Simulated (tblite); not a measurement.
Species: C6H5ClF (doublet state).
Cartesian coordinates in Å at the GFN2-xTB level; atoms count from 1:
```
atom  x, y, z in Å
C1     3.1352    0.3897    0.3623
C2     1.8605    0.5650    0.3560
C3     0.5450    0.7454    0.3486
C4    -0.3820   -0.1924   -0.1372
F5     0.1098   -1.3557   -0.6270
C6    -1.7890   -0.0691   -0.1772
C7    -2.6366   -1.0065   -0.6530
Cl8   -2.4400    1.4183    0.4451
H9     3.6502   -0.0612    1.1984
H10    3.7607    0.6868   -0.4670
H11    0.1354    1.6680    0.7373
H12   -3.6989   -0.8545   -0.6523
H13   -2.2547   -1.9332   -1.0408
```

Computed values, GFN2-xTB/tblite, gas phase, harmonic and unscaled. Errors from tens to a few hundred cm⁻¹ against measured bands are possible. One conformer, not necessarily the lowest. Open shells enter through the occupations alone, without spin polarisation, and single modes of such species can be off by tens of per cent.

Harmonic wavenumbers (cm⁻¹): 81.0, 91.6, 98.6, 196.0, 275.2, 313.2, 317.8, 359.8, 395.2, 469.8, 524.7, 541.7, 604.7, 713.7, 791.7, 833.0, 834.0, 870.7, 927.7, 1040.4, 1098.1, 1225.5, 1268.8, 1341.8, 1375.8, 1416.0, 1515.8, 2008.9, 3040.1, 3044.8, 3056.4, 3129.0, 3173.5.

A = 3221, B = 998.8, C = 766.3 MHz; mass 131.006 u (most abundant isotopes); point group Cs, symmetry number 1; spin multiplicity 2.

Question: Zero-point energy?

Answer: ½Σν̃ = 18488 cm⁻¹ = 52.86 kcal/mol.

Question: Entropy at 350 K, 1 bar (ideal gas, RRHO, classical rotation)?

Answer: Translation 41.35, rotation 29.74, vibration 27.62, spin (R ln 2) 1.38: S = 100.1 cal/(mol K).

Question: And Cp and H(350 K) − H(0)?

Answer: Cp = 37.02 cal/(mol K), of which vibrations give 29.07 (their classical limit is 33 R = 65.6); H(350 K) − H(0) = 8.03 kcal/mol without the zero-point energy, 5.25 from vibrations.

Question: What must be added to the electronic energy to get the Gibbs energy at 350 K and 1 bar?

Answer: ZPE + [H(350 K) − H(0)] − T·S = 52.86 + 8.03 − 35.03 = 25.86 kcal/mol.

Question: Blend soft modes into free rotors: weight 1/[1 + (100 cm⁻¹/ν̃)⁴] for the oscillator and the rest for a rotor with moment μB/(μ + B), μ = h/(8π²ν), B = 10⁻⁴⁴ kg m². What vibrational entropy results?

Answer: 26.08 cal/(mol K) in place of 27.62, which changes −T·S at 350 K by +0.54 kcal/mol.

Question: Which modes carry the vibrational entropy at 350 K?

Answer: 81.0 cm⁻¹: 4.18; 91.6 cm⁻¹: 3.94; 98.6 cm⁻¹: 3.80; 196.0 cm⁻¹: 2.47; 275.2 cm⁻¹: 1.84; 313.2 cm⁻¹: 1.62 cal/(mol K); the other 27 give 9.78 together.

Question: How do the functions run with temperature in this model?

Answer: 
```json
{"T (K)": "100", "S (cal/(mol K))": "68.4", "Cp (cal/(mol K))": "16.5", "H − H(0) (kcal/mol)": "1.17", "G − H(0) (kcal/mol)": "-5.67", "ln q(vib)": "1.08"}
{"T (K)": "200", "S (cal/(mol K))": "82.7", "Cp (cal/(mol K))": "25.7", "H − H(0) (kcal/mol)": "3.29", "G − H(0) (kcal/mol)": "-13.25", "ln q(vib)": "3.12"}
{"T (K)": "300", "S (cal/(mol K))": "94.6", "Cp (cal/(mol K))": "33.6", "H − H(0) (kcal/mol)": "6.26", "G − H(0) (kcal/mol)": "-22.13", "ln q(vib)": "5.28"}
{"T (K)": "500", "S (cal/(mol K))": "114.7", "Cp (cal/(mol K))": "45.2", "H − H(0) (kcal/mol)": "14.23", "G − H(0) (kcal/mol)": "-43.14", "ln q(vib)": "9.53"}
{"T (K)": "800", "S (cal/(mol K))": "138.4", "Cp (cal/(mol K))": "55.1", "H − H(0) (kcal/mol)": "29.43", "G − H(0) (kcal/mol)": "-81.27", "ln q(vib)": "15.35"}
{"T (K)": "1000", "S (cal/(mol K))": "151.1", "Cp (cal/(mol K))": "59.2", "H − H(0) (kcal/mol)": "40.89", "G − H(0) (kcal/mol)": "-110.26", "ln q(vib)": "18.82"}
```

q(vib) and H(0) count from the zero-point level.

Hindered rotation and anharmonicity are outside this model. Other conformers, if any are populated, would add a mixing term that is left out.
